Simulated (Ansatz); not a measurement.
`C[CH2][Sn][OH]` → `[CH2]` (triplet) + `[CH3][Sn][OH]` at 600 K and 1 bar (formal loss of a carbene).

Isolated molecules relaxed with PBE0-D4/def2-TZVP in Ansatz; ΔE leaves out vibrations. CCSD(T)/CBS is the MP2 limit (def2-TZVPP, def2-QZVPP) plus CCSD(T) − MP2 in def2-TZVPP, frozen cores. This one scheme is used for every species. Triplets are unrestricted, without spin–orbit coupling. Elements past krypton have def2 core potentials. For Sn outer-core shells are correlated without core-valence functions, which leaves a few kJ/mol of doubt a bond. Each species was taken in one conformer, which may not be the lowest.

| species | CCSD(T)/CBS energy (Eh) | H − E (kJ/mol) | S (J/(mol·K)) |
| --- | --- | --- | --- |
| `C[CH2][Sn][OH]` | -368.93756 | 258.2 | 422.7 |
| `[CH2]` (triplet) | -39.09499 | 66.5 | 220.8 |
| `[CH3][Sn][OH]` | -329.68108 | 169.9 | 379.1 |

H − E and S are ideal-gas, rigid-rotor, harmonic terms from PBE0-D4/def2-TZVP, for one conformer and one mirror image of each species, with the whole ground term of open shells counted as degenerate. 1 Eh = 2625.50 kJ/mol, R = 8.31446 J/(mol·K).

Task: By hand: ΔE, ΔH, ΔS and ΔG.

Result: ΔE = (-39.09499) + (-329.68108) − (-368.93756) = 0.16149 Eh = 424.0 kJ/mol. Δ(H − E) = 66.5 + 169.9 − 258.2 = -21.8, so ΔH = 402.2 kJ/mol. ΔS = 220.8 + 379.1 − 422.7 = 177.2 J/(mol·K). ΔG = 402.2 − 600 × (177.2)/1000 = 295.9 kJ/mol.

Task: By hand: the equilibrium constant, and the temperature at which ΔG would vanish if ΔH and ΔS stayed fixed.

Result: log₁₀ K = −ΔG/(RT ln 10) = -25.8. ΔG = 0 at ΔH/ΔS = 2270 K.

The number of gas molecules changes by +1, which sets the sign of ΔS. A doubt of 5 kJ/mol in ΔE shifts log₁₀ K by 0.4 here. Other conformers and mirror images would add mixing entropy, several J/(mol·K) or more a flexible species. A triplet takes part, so the spin changes. These are equilibria of isolated gas molecules and say nothing of rates. Largest T1 diagnostic: 0.016 (customary marks: 0.02 for closed shells, 0.045 for open ones).
